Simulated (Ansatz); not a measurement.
C2H3InS, SMILES `C1=[CH][InH][S]1` at its PBE0-D4/def2-TZVP geometry, where that method's forces vanish. The species carries charge 0 and has multiplicity 1. In: def2 effective core potential.

```xyz
7

C    -0.5979   -0.6724    0.6872
C     0.0273    0.5094    0.7846
In    0.7080    0.5594   -1.2179
S    -0.5745   -1.5390   -0.8612
H    -1.1324   -1.1540    1.5063
H     0.0684    1.1111    1.6842
H     1.5010    1.1854   -2.5831
```

(1) What forces (eV/Å) does PBE-D4/def2-TZVPP give on these atoms in Ansatz? (An estimate is asked.)

## Answers

(1) The calculation gave: 
```
C1  -0.146 -0.303 -0.066
C2   0.152  0.370  0.163
In3  0.158  0.201 -0.141
S4  -0.151 -0.365 -0.160
H5  -0.119 -0.113  0.172
H6   0.031  0.160  0.178
H7   0.075  0.050 -0.146
```
